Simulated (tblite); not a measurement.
Species: C2H10OSi4.
Cartesian coordinates in Å at the GFN2-xTB level; atoms count from 1:
```xyz
17
C2H10OSi4 angstrom
Si     3.1245    1.7189    0.0177
C      1.9492    0.4022   -0.5288
C      1.1800   -0.4622   -0.8903
Si    -0.0718   -1.7504   -1.3462
Si    -1.6701   -1.9347    0.3051
O     -2.1974   -0.4449    0.6909
Si    -2.1496    1.1491    0.9520
H      2.3612    2.7527    0.7239
H      3.7823    2.2812   -1.1658
H      4.1160    1.1113    0.9112
H     -0.5750   -1.3466   -2.6725
H      0.6822   -3.0008   -1.5429
H     -1.1892   -2.5161    1.5647
H     -2.9028   -2.6270   -0.0887
H     -3.5487    1.5254    1.1399
H     -1.3420    1.3785    2.1481
H     -1.5559    1.7754   -0.2283
```

Level: GFN2-xTB in tblite, geometry and Hessian alike; calculated harmonic values, unscaled, isolated species. Against measured fundamentals such values can be off by several per cent, at times by over 20. Modes of hydrogen on silicon can be 10 to 20 % off. One conformer, not necessarily the lowest. The optimisation stopped once no atom felt more than 0.01 eV/Å.

Lowest wavenumbers of the output (negative numbers stand for imaginary wavenumbers):
```
mode    cm-1
  1     -25.2
  2      10.9
  3      21.0
  4      35.7
  5      58.5
  6      60.2
  7     112.2
  8     138.0
```

**Question.** Is this structure a minimum?

**Answer.** Not by this Hessian. 1 mode is imaginary beyond 20i (25i cm⁻¹), so at this level the point lies at or near a first-order saddle. The curvature is small, so loose convergence or finite differences may be the whole cause.

**Question.** Which atoms move in the imaginary mode?

**Answer.** 25i: H16 (Si–H hydrogen) 33 %, H15 (Si–H hydrogen) 23 %, H17 (Si–H hydrogen) 21 %, Si7 (oxygen-bound silicon) 10 %. These are shares of the mass-weighted motion.

**Question.** What is the remedy?

**Answer.** Step along that mode in both directions, optimise again with tighter thresholds and repeat the frequencies. The zero-point energy of this point (58.7 kcal/mol) counts the 44 real modes alone, and thermal corrections from it aren't those of a minimum.

Time: 0.87 s of wall time. Hardware: Arm Neoverse V1, one thread, shared host with 32 logical CPUs at a one-minute load of 27. This covers the Hessian and the dipole derivatives.
